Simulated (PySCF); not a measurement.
**Bismuth: a sound run and one with changed settings**

Sound run: Bi⁺ [Xe] 4f14 5d10 6s2 6p2, Bi²⁺ [Xe] 4f14 5d10 6s2 6p1. Calculation: PySCF 2.14, in cc-pVDZ-PP with ECP60MDF (4s3p2d, 23 functions); scalar relativity through the core potential. The sound run starts from symmetry-adapted Hartree-Fock orbitals and uses a fine grid where one is needed.

Changed run: 26 angular points. This setting is unsound on purpose.

```csv
species,method,sound run (hartree),changed run (hartree),converged
Bi⁺,UHF,-213.28824,-213.28824,yes
Bi⁺,TPSS,-214.22551,-214.22554,yes
Bi⁺,M06-L,-214.41126,-214.41211,yes
Bi²⁺,UHF,-212.72571,-212.72571,yes
Bi²⁺,TPSS,-213.64822,-213.64826,yes
Bi²⁺,M06-L,-213.85057,-213.85158,yes
```

Ionisation energy of Bi⁺:

```csv
method,sound run (eV),changed run (eV)
UHF,15.307,15.307
TPSS,15.709,15.709
M06-L,15.257,15.253
```

A coarse angular grid integrates products of high-l functions wrongly, so density functionals can shift, and the SCF can exploit the error; Hartree-Fock and MP2 need no grid.

For comparison, NIST gives 16.703 eV between the lowest levels.
